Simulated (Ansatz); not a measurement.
Species: C$_{4}$H$_{16}$Si$_{3}$, SMILES `C[SiH](C)[SiH2][SiH](C)C` (C–Si–Si–Si torsion -53°, Si–Si–Si–C torsion -53°) (charge 0, multiplicity 1).

Q: Give a relaxed geometry from PBE0-D4/def2-SVP in Ansatz (a program for electronic structure).

A: Several could match; the one computed here: the end point of this relaxation, one of several conformers (outside a Z-matrix the atoms follow the SMILES, hydrogens last).
Bonded distances (Å): C1–Si2 1.887, C1–H8 1.101, C1–H9 1.101, C1–H10 1.102, Si2–C3 1.886, Si2–Si4 2.349, Si2–H11 1.503, C3–H12 1.101, C3–H13 1.102, C3–H14 1.101, Si4–Si5 2.349, Si4–H15 1.502, Si4–H16 1.502, Si5–C6 1.887, Si5–C7 1.886, Si5–H17 1.503, C6–H18 1.101, C6–H19 1.101, C6–H20 1.102, C7–H21 1.102, C7–H22 1.101, C7–H23 1.101. Bond angles (°): Si2–C1–H8 110.7, Si2–C1–H9 111.2, Si2–C1–H10 110.9, H8–C1–H9 107.8, H8–C1–H10 108.1, H9–C1–H10 108.1, C1–Si2–C3 110.9, C1–Si2–Si4 108.9, C1–Si2–H11 108.7, C3–Si2–Si4 112.1, C3–Si2–H11 109.0, Si4–Si2–H11 107.0, Si2–C3–H12 111.0, Si2–C3–H13 110.8, Si2–C3–H14 110.7, H12–C3–H13 108.1, H12–C3–H14 108.0, H13–C3–H14 108.2, Si2–Si4–Si5 109.1, Si2–Si4–H15 109.9, Si2–Si4–H16 110.5, Si5–Si4–H15 110.5, Si5–Si4–H16 109.8, H15–Si4–H16 107.1, Si4–Si5–C6 108.9, Si4–Si5–C7 112.1, Si4–Si5–H17 107.0, C6–Si5–C7 110.9, C6–Si5–H17 108.7, C7–Si5–H17 109.0, Si5–C6–H18 111.2, Si5–C6–H19 110.7, Si5–C6–H20 110.9, H18–C6–H19 107.8, H18–C6–H20 108.1, H19–C6–H20 108.1, Si5–C7–H21 110.8, Si5–C7–H22 111.0, Si5–C7–H23 110.7, H21–C7–H22 108.1, H21–C7–H23 108.2, H22–C7–H23 108.0.
